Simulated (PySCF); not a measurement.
In(Cl)2(SeH) (Cl2HInSe), SMILES [In]([SeH])([Cl])[Cl]. Atoms are numbered in the order given.

```xyz
5

In     0.0040     0.3888     0.0000
Cl     1.9632     1.6951     0.0000
Cl    -2.0443     1.5586     0.0000
Se     0.0763    -2.1241     0.0000
H     -1.4110    -2.1466     0.0000
```

Geometry: PBE-D3(BJ)/def2-SVP. The structure was generated by enumeration; whether it is a known compound was not checked. The def2 effective core potentials stand for the cores of In; spin–orbit coupling is left out. One conformer was computed; it need not be the lowest.

Computed with PBE-D3(BJ)/def2-SVP (PySCF).

Frequencies are harmonic and unscaled.

```csv
mode,ν (cm⁻¹),IR (km/mol),moving atoms (share of kinetic energy)
1,61,3.1,"Cl 47 %, Se 28 %, In 24 %"
2,83,6.4,"In 53 %, Cl 39 %, Se 8 %"
3,88,7.3,"Cl 82 %, In 10 %, Se 8 %"
4,206,6.8,H 98 %
5,228,5.1,"Se 59 %, In 24 %, Cl 16 %"
6,351,38.5,"Cl 75 %, In 23 %"
7,373,50.3,"Cl 70 %, In 30 %"
8,596,0.8,H 98 %
9,2355,4.9,H 99 %
```
